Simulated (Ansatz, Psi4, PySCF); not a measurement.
Species: Si₂N₂H₇ (charge 0, doublet). SMILES: [SiH3]N[SiH2][NH]
Geometry: optimised at B3LYP-D3(BJ)/def2-TZVP (Ansatz, a first-principles code).

Wanted: size of the dipole moment, in D. Terms: 6-311+G** with 5d, 6d on Na to Ar in Ansatz; 6-31G* and kin with 6d, 5d where marked; non-relativistic; no dispersion term unless named; no spin-orbit coupling; open shells spin-unrestricted. First-principles rows: single points at B3LYP-D3(BJ) geometries (Ansatz).

```csv
level,program,size of the dipole moment (D)
PBE/def2-SVP,Ansatz,1.20
PBE/6-311+G**,Ansatz,1.34
BLYP/6-31G*,Ansatz,1.24
BP86/def2-SVP,PySCF,1.21
BP86/6-31G* (5d),PySCF,1.26
B3LYP/3-21G,Ansatz,1.35
B3LYP/6-31G,Ansatz,1.52
B3LYP/6-31G*,Ansatz,1.25
B3LYP/6-31+G*,Ansatz,1.36
B3LYP/6-31G**,Ansatz,1.23
M06-2X/6-31G* (5d),PySCF,1.27
wB97X-D/6-31G*,Psi4,1.29
B3PW91/6-31G* (5d),PySCF,1.26
```

No value to compare with is used here. The 13 habitual levels span 1.20 (PBE/def2-SVP) to 1.52 D (B3LYP/6-31G).

The levels are drawn from those run, B3LYP/6-31G* more often than the rest, none by its result; left out are runs that failed, that the program found above a lower state of the same kind, or whose <S^2> lies over 0.5 above the pure value.
